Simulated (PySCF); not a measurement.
From computed data to an observable: oscillator strength and radiative lifetime

Se(Cl)(NMe2) (C2H6ClNSe), SMILES CN(C)[Se]Cl.

The structure is a stationary point at B3LYP-D3(BJ)/def2-SVP. One conformer was computed; it need not be the lowest.

TDDFT-ωB97X/def2-SVPD (PySCF) puts the first singlet state with f over 0.02 at 5.09 eV (vertical), with the transition dipole (0.063, 0.918, 0.000) in atomic units.

Task: Find the oscillator strength, the wavelength and the radiative lifetime that this transition would have in vacuum if emission retraced absorption.

Result: 
|μ|² = 0.8467 au, so |μ| = 2.34 D. ΔE = 5.09/27.211 = 0.1871 hartree. f = (2/3) ΔE |μ|² = 0.106 (the program prints 0.106).
λ = 1239.84/5.09 = 244 nm; ν = 41054 cm⁻¹.
Einstein's coefficient A = 0.6670 ν² f s⁻¹ (ν in cm⁻¹) = 1.2e8 s⁻¹, so τ = 1/A = 8.4 ns. This state is S2; the lower singlet has f = 0.001. The figure is the radiative limit of this one transition; relaxation, internal conversion, crossing to triplets and a medium change what is measured.
